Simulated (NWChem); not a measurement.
The numbers come from NWChem runs, not from measurements. System: 2-butanone (C4H8O), charge 0, spin multiplicity 1, at a geometry optimised with PBE/def2-SVP. Level: MP2/def2-SVP, 5 core orbitals frozen.

The NWChem input:

```
start mol
memory heap 200 mb stack 900 mb global 1100 mb
geometry units angstroms nocenter noautoz noautosym
  C      1.833927     0.530757    -0.264473
  C      0.852300    -0.287248     0.592325
  C     -0.548013    -0.286403    -0.022993
  C     -1.484771     0.829618     0.411643
  O     -0.881020    -1.129961    -0.840228
  H      2.852296     0.510991     0.172100
  H      1.525779     1.593747    -0.345301
  H      1.893896     0.116479    -1.290844
  H      1.188248    -1.342781     0.639713
  H      0.822124     0.118014     1.626156
  H     -0.980956     1.817995     0.378374
  H     -1.786465     0.666458     1.468672
  H     -2.387422     0.838445    -0.226060
end
basis spherical
  * library def2-svp
end
scf
  rhf
  nopen 0
  maxiter 100
  thresh 1e-7
  semidirect memsize 60000000 filesize 0
end
mp2
  freeze core 5
end
task mp2 energy
```

Output (cleaned and shortened):

```
             Northwest Computational Chemistry Package (NWChem) 7.3.0
             --------------------------------------------------------

                                NWChem Input Module
                                -------------------

 Scaling coordinates for geometry "geometry" by  1.889725989
 (inverse scale =  0.529177249)

                             Geometry "geometry" -> ""
                             -------------------------

 Output coordinates in angstroms (scale by  1.889725989 to convert to a.u.)

  No.       Tag          Charge          X              Y              Z
 ---- ---------------- ---------- -------------- -------------- --------------
    1 C                    6.0000     1.83392700     0.53075700    -0.26447300
    2 C                    6.0000     0.85230000    -0.28724800     0.59232500
    3 C                    6.0000    -0.54801300    -0.28640300    -0.02299300
    4 C                    6.0000    -1.48477100     0.82961800     0.41164300
    5 O                    8.0000    -0.88102000    -1.12996100    -0.84022800
    6 H                    1.0000     2.85229600     0.51099100     0.17210000
    7 H                    1.0000     1.52577900     1.59374700    -0.34530100
    8 H                    1.0000     1.89389600     0.11647900    -1.29084400
    9 H                    1.0000     1.18824800    -1.34278100     0.63971300
   10 H                    1.0000     0.82212400     0.11801400     1.62615600
   11 H                    1.0000    -0.98095600     1.81799500     0.37837400
   12 H                    1.0000    -1.78646500     0.66645800     1.46867200
   13 H                    1.0000    -2.38742200     0.83844500    -0.22606000

 Effective nuclear repulsion energy (a.u.)     174.8286499934

            Nuclear Dipole moment (a.u.)
            ----------------------------
        X                 Y               Z
 ---------------- ---------------- ----------------
    -0.0000037795     0.0000075589    -0.0000037795


 Summary of "ao basis" -> "" (spherical)
 ------------------------------------------------------------------------------
       Tag                 Description            Shells   Functions and Types
 ---------------- ------------------------------  ------  ---------------------
 *                          def2-svp                  on all atoms

 Summary of "ao basis" -> "ao basis" (spherical)
 ------------------------------------------------------------------------------
       Tag                 Description            Shells   Functions and Types
 ---------------- ------------------------------  ------  ---------------------
 C                          def2-svp                 6       14   3s2p1d
 O                          def2-svp                 6       14   3s2p1d
 H                          def2-svp                 3        5   2s1p

                                 NWChem SCF Module
                                 -----------------

  ao basis        = "ao basis"
  functions       =   110
  atoms           =    13
  closed shells   =    20
  open shells     =     0
  charge          =   0.00
  wavefunction    = RHF
  use symmetry    = F
  symmetry adapt  = F

 Summary of "ao basis" -> "ao basis" (spherical)
 ------------------------------------------------------------------------------
       Tag                 Description            Shells   Functions and Types
 ---------------- ------------------------------  ------  ---------------------
 C                          def2-svp                 6       14   3s2p1d
 O                          def2-svp                 6       14   3s2p1d
 H                          def2-svp                 3        5   2s1p

 Forming initial guess at       0.0s

      Superposition of Atomic Density Guess
      -------------------------------------

 Sum of atomic energies:        -229.18462805

      Non-variational initial energy
      ------------------------------

 Total energy =    -232.147560
 1-e energy   =    -655.061200
 2-e energy   =     248.084990
 HOMO         =      -0.320758
 LUMO         =      -0.017683

 Starting SCF solution at       1.0s

 ----------------------------------------------
         Quadratically convergent ROHF

 Convergence threshold     :          1.000E-07
 Maximum no. of iterations :          100
 Final Fock-matrix accuracy:          1.000E-09
 ----------------------------------------------

              iter       energy          gnorm     gmax       time
             ----- ------------------- --------- --------- --------
                 1     -230.7082855224  1.29D+00  2.61D-01      1.1
                 2     -230.8023457672  4.43D-01  8.87D-02      1.4
                 3     -230.8207294070  3.86D-02  1.07D-02      1.7
                 4     -230.8209973997  8.27D-04  2.09D-04      2.3
                 5     -230.8209974668  3.70D-07  6.42D-08      3.4
                 6     -230.8209974668  4.07D-09  1.43D-09      4.0

       Final RHF  results
       ------------------

         Total SCF energy =   -230.820997466839
      One-electron energy =   -659.086765480353
      Two-electron energy =    253.437118020087
 Nuclear repulsion energy =    174.828649993428

        Time for solution =      3.0s

             Final eigenvalues
             -----------------

              1
    1  -20.5392
    2  -11.3326
    3  -11.2464
    4  -11.2458
    5  -11.2448
    6   -1.3627
    7   -1.0537
    8   -0.9833
    9   -0.8695
   10   -0.7262
   11   -0.6508
   12   -0.6439
   13   -0.6042
   14   -0.5904
   15   -0.5615
   16   -0.5396
   17   -0.5259
   18   -0.4998
   19   -0.4778
   20   -0.4082
   21    0.1447
   22    0.1663
   23    0.2033
   24    0.2233
   25    0.2390
   26    0.2575
   27    0.2634
   28    0.2683
   29    0.3029
   30    0.3455

                       ROHF Final Molecular Orbital Analysis
                       -------------------------------------

 Vector   18  Occ=2.000000D+00  E=-4.997855D-01
              MO Center=  1.0D+00,  4.5D-02,  1.7D-01, r^2= 3.1D+00
   Bfn.  Coefficient  Atom+Function         Bfn.  Coefficient  Atom+Function
  ----- ------------  ---------------      ----- ------------  ---------------
    91      0.259224  10 H  s                81      0.230833   8 H  s
    86     -0.229738   9 H  s                76     -0.204305   7 H  s
    19      0.202904   2 C  py               20      0.191474   2 C  pz
     5     -0.175421   1 C  py                6     -0.172923   1 C  pz

 Vector   19  Occ=2.000000D+00  E=-4.777927D-01
              MO Center= -3.8D-01, -5.0D-01, -3.0D-01, r^2= 2.9D+00
   Bfn.  Coefficient  Atom+Function         Bfn.  Coefficient  Atom+Function
  ----- ------------  ---------------      ----- ------------  ---------------
    62      0.328698   5 O  pz               61     -0.246815   5 O  py
    65      0.243651   5 O  pz               64     -0.185349   5 O  py
    34      0.165965   3 C  pz               19      0.159897   2 C  py
     5     -0.152684   1 C  py

 Vector   20  Occ=2.000000D+00  E=-4.081984D-01
              MO Center= -5.4D-01, -5.5D-01, -3.0D-01, r^2= 2.5D+00
   Bfn.  Coefficient  Atom+Function         Bfn.  Coefficient  Atom+Function
  ----- ------------  ---------------      ----- ------------  ---------------
    60      0.447714   5 O  px               63      0.364939   5 O  px
    18      0.239638   2 C  px               61     -0.217328   5 O  py
    32     -0.214535   3 C  px               47     -0.182625   4 C  py
    45      0.175095   4 C  s                64     -0.173453   5 O  py
    17     -0.163000   2 C  s                21      0.162212   2 C  px

 Vector   21  Occ=0.000000D+00  E= 1.447060D-01
              MO Center=  6.1D-02, -1.4D-01,  2.1D-01, r^2= 5.1D+00
   Bfn.  Coefficient  Atom+Function         Bfn.  Coefficient  Atom+Function
  ----- ------------  ---------------      ----- ------------  ---------------
     3      1.093476   1 C  s                72     -0.704812   6 H  s
    17      0.690214   2 C  s               102     -0.622408  12 H  s
    45      0.558704   4 C  s                92     -0.525038  10 H  s
    87     -0.514998   9 H  s                77     -0.350234   7 H  s
    37      0.299627   3 C  pz               31     -0.298036   3 C  s

 Vector   22  Occ=0.000000D+00  E= 1.662906D-01
              MO Center= -3.3D-01,  1.0D+00,  3.9D-01, r^2= 6.1D+00
   Bfn.  Coefficient  Atom+Function         Bfn.  Coefficient  Atom+Function
  ----- ------------  ---------------      ----- ------------  ---------------
    45      2.082559   4 C  s                97     -1.203413  11 H  s
    17      1.040227   2 C  s                 3      0.790385   1 C  s
    77     -0.739885   7 H  s                92     -0.672883  10 H  s
   107     -0.645673  13 H  s               102     -0.617874  12 H  s
    31     -0.607283   3 C  s                82     -0.405301   8 H  s

 Vector   23  Occ=0.000000D+00  E= 2.032795D-01
              MO Center=  4.7D-01,  6.1D-01,  3.7D-01, r^2= 9.5D+00
   Bfn.  Coefficient  Atom+Function         Bfn.  Coefficient  Atom+Function
  ----- ------------  ---------------      ----- ------------  ---------------
     3      2.625271   1 C  s                45     -1.656791   4 C  s
   102      1.355370  12 H  s                82     -1.086729   8 H  s
    72     -1.007714   6 H  s                77     -0.913052   7 H  s
    17     -0.850185   2 C  s               107      0.560741  13 H  s
    92      0.534403  10 H  s                51     -0.407081   4 C  pz

 center of mass
 --------------
 x =  -0.08126016 y =  -0.11223854 z =  -0.06292955

 moments of inertia (a.u.)
 ------------------
         244.673051243174         -32.856475720167          -6.894766915570
         -32.856475720167         511.340437737306         -56.041559786879
          -6.894766915570         -56.041559786879         573.331983130831

  Mulliken analysis of the total density
  --------------------------------------

    Atom       Charge   Shell Charges
 -----------   ------   -------------------------------------------------------
    1 C    6     6.08   1.99  0.86  0.24  2.02  0.93  0.04
    2 C    6     6.10   1.99  0.88  0.25  2.05  0.89  0.04
    3 C    6     5.84   1.99  0.93  0.25  1.88  0.67  0.11
    4 C    6     6.06   1.99  0.86  0.20  2.05  0.92  0.03
    5 O    8     8.38   1.99  1.08  0.72  2.79  1.78  0.02
    6 H    1     0.95   0.75  0.18  0.02
    7 H    1     0.96   0.75  0.19  0.02
    8 H    1     0.94   0.74  0.17  0.02
    9 H    1     0.93   0.75  0.16  0.02
   10 H    1     0.96   0.75  0.18  0.02
   11 H    1     0.95   0.74  0.18  0.03
   12 H    1     0.94   0.74  0.17  0.03
   13 H    1     0.93   0.74  0.17  0.02

       Multipole analysis of the density wrt the origin
       ------------------------------------------------

     L   x y z        total         open         nuclear
     -   - - -        -----         ----         -------
     0   0 0 0     -0.000000      0.000000     40.000000

     1   1 0 0      0.423601      0.000000     -0.000004
     1   0 1 0      0.898622      0.000000      0.000008
     1   0 0 1      0.824715      0.000000     -0.000004

     2   2 0 0    -23.406561      0.000000    256.290797
     2   1 1 0     -1.961644      0.000000     12.577154
     2   1 0 1     -1.476916      0.000000     -1.390855
     2   0 2 0    -25.485863      0.000000     93.224407
     2   0 1 1     -1.740785      0.000000     28.633464
     2   0 0 2    -24.551163      0.000000     58.610160

                   NWChem MP2 Semi-direct Energy/Gradient Module
                   ---------------------------------------------

  Basis functions       =    110
  Molecular orbitals    =    110
  Frozen core           =      5
  Frozen virtuals       =      0
  Active alpha occupied =     15
  Active beta occupied  =     15
  Active alpha virtual  =     90
  Active beta virtual   =     90
  Use MO symmetry       = F
  Use skeleton AO sym   = F

  AO/Fock/Back tols     =   1.0D-09  1.0D-09  1.0D-09

 GA uses MA = F    GA memory limited = T

 Available:
  local mem=  1.26D+08
 global mem=  1.44D+08
 local disk=  0.00D+00
  mp2_memr nvloc                    90
  nvloc new                    90
   1 passes of  15:        3145728                      59109                  27285364.
   1 passes of  15: M    126140430           G      144155000           F     122994702.

 Semi-direct pass number   1 of   1  for RHF alpha+beta  at        4.1s
  vrange nnbf                  5940
  mp2_eaftype                   104  avail_ma_in_mb                  1099
 EAF : mp2_eaftype filesize         104   13642682.
  mp2_eaf for mointskh                    104
Node 0 wrote     64.2 Mb in      0.1 s     Agg I/O rate:   603.2 Mb/s
 Done moints_semi at        6.8s
  mp2_eaftype                   104  avail_ma_in_mb                   995
 EAF : mp2_eaftype filesize         104   13642682.
  mp2_eaf for kh                   104
 Done maket at        7.0s
 Done multipass loop at        7.0s

          -------------------------------------------
          SCF energy                -230.820997466839
          Correlation energy          -0.744587824052
          Singlet pairs               -0.478547462964
          Triplet pairs               -0.266040361088
          Total MP2 energy          -231.565585290891
          -------------------------------------------

          ---------------------------------------------------
                    Spin Component Scaled (SCS) MP2
          Same spin pairs                     -0.177360240725
          Same spin scaling factor             0.333333333333
          Opposite spin pairs                 -0.567227583327
          Opposite spin scaling fact.          1.200000000000
          SCS-MP2 correlation energy          -0.739793180234
          Total SCS-MP2 energy              -231.560790647073
          ---------------------------------------------------

 -----------------------
 Performance information
 -----------------------

 Timer overhead =  1.05D-07 seconds/call

               Nr. of calls         CPU time (s)                 Wall time (s)                GFlops
             ---------------    -------------------     ------------------------------   -------------------
Name         Min   Avg   Max    Min     Avg     Max     Min     Avg     Max   Mx/calls   Min     Max     Sum
mp2: moin     1     1     1    2.8     2.8     2.8      2.8     2.8     2.8     2.8      0.0     0.0     0.0
mp2: make     1     1     1   0.22    0.22    0.22     0.22    0.22    0.22    0.22      0.0     0.0     0.0
mp2: tota     1     1     1    3.0     3.0     3.0      3.0     3.0     3.0     3.0      0.0     0.0     0.0

 The average no. of pstat calls per process was 3.00D+00
 with a timing overhead of 3.14D-07s

 Task  times  cpu:        7.0s     wall:        7.0s

 Total times  cpu:        7.0s     wall:        7.0s
```
